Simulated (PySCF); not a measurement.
Species: C4H2ClN3.
Geometry (GFN2-xTB, Å), atoms numbered from 1 in this order:
```xyz
10
C4H2ClN3 angstrom
N      2.9256   -1.0556   -0.3853
C      1.8696   -0.6296   -0.2439
C      0.5826   -0.1166   -0.0734
N     -0.5533   -0.8902    0.0201
C     -1.5916   -0.0462    0.1773
N     -1.2134    1.2045    0.1927
C      0.1261    1.1917    0.0393
Cl     1.0482    2.6097   -0.0016
H     -0.5760   -1.8969   -0.0255
H     -2.6089   -0.3661    0.2777
```

Method: TDDFT B3LYP/def2-SVPD, vertical, gas phase, core orbitals frozen in the response (PySCF).

Transition dipole moments from the ground state, in atomic units and in the frame of the coordinates above (overall signs are arbitrary), for the states with f of 0.002 or more among the lowest 8:

| state | E (eV) | μx | μy | μz |
| --- | --- | --- | --- | --- |
| S1 | 5.365 | -0.999 | 0.924 | 0.157 |
| S4 | 6.124 | 0.016 | -0.006 | 0.152 |
| S5 | 6.198 | 0.399 | -0.220 | -0.055 |
| S7 | 6.690 | -0.009 | 0.009 | -0.125 |
| S8 | 6.826 | -0.915 | -0.902 | 0.062 |

(1) What oscillator strength does each state have?

(2) Label these states by symmetry in Cs.

(3) What angle do the transition dipoles of S1 and S5 make?

(4) How is the summed strength of these states shared among x, y and z?

(5) What peak molar absorption coefficient would the strongest computed level give as a lone Gaussian band 0.5 eV wide at half height?

## Answers

(1) f = (2/3) ΔE |μ|² with ΔE in hartree (27.2114 eV).

| state | \|μ\|² (au) | \|μ\| (D) | f |
| --- | --- | --- | --- |
| S1 | 1.877 | 3.48 | 0.247 |
| S4 | 0.023 | 0.39 | 0.003 |
| S5 | 0.211 | 1.17 | 0.032 |
| S7 | 0.016 | 0.32 | 0.003 |
| S8 | 1.656 | 3.27 | 0.277 |

(2) Polarised normal to the mirror plane, so A″: S4 and S7. Polarised in the mirror plane, so A′: S1, S5 and S8.

(3) |cos θ| = |μa·μb| / (|μa| |μb|) = 0.97, so θ ≈ 14° (taken between 0 and 90°, since the signs are arbitrary).

(4) (2/3) Σ ΔE μα² gives 0.296 for x, 0.256 for y and 0.010 for z, 0.562 in all.

(5) ε(max) = 2.175×10⁸ f / FWHM, with the width in cm⁻¹. S8: 2.175×10⁸ × 0.2769 / 4033 ≈ 15000 L mol⁻¹ cm⁻¹.
